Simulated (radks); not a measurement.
Effect of the nuclear size on neutral caesium, [Xe] 6s1. All-electron calculation, Dirac Kohn-Sham, BLYP, spin-unpolarised, spherical densities, finite nucleus; Fermi nuclear charge, rms radius 4.8041 fm. Program: a radial shooting solver on a logarithmic mesh with Libxc functionals. The rms radius is varied about that value; shifts are against it.

| rms radius (fm) | total energy shift (eV) | density at nucleus (e/bohr^3) | 1s1/2 shift (meV) | 2s1/2 shift (meV) | 4p1/2 shift (meV) | 5s1/2 shift (meV) | 5p1/2 shift (meV) |
|---|---|---|---|---|---|---|---|
| 3.8817 | -2.61 | 3.084e+05 | -1090 | -130 | 0.449 | -0.765 | 0.136 |
| 4.3669 | -1.29 | 3.017e+05 | -539 | -64.3 | 0.222 | -0.379 | 0.067 |
| 4.8041 | 0 | 2.963e+05 | 0.000 | 0.000 | 0.000 | 0.000 | 0.000 |
| 5.1548 | 1.11 | 2.925e+05 | 463 | 55.2 | -0.191 | 0.325 | -0.058 |
| 5.8562 | 3.52 | 2.856e+05 | 1470 | 175 | -0.604 | 1.03 | -0.183 |

Slopes of the eigenvalues against <r^2> in GHz/fm^2, as finite differences over the two radii next to the reference (eigenvalue slopes, not the field-shift constants of lines): 1s1/2 32300, 2s1/2 3850, 4p1/2 -13.3, 5s1/2 22.7, 5p1/2 -4.04.
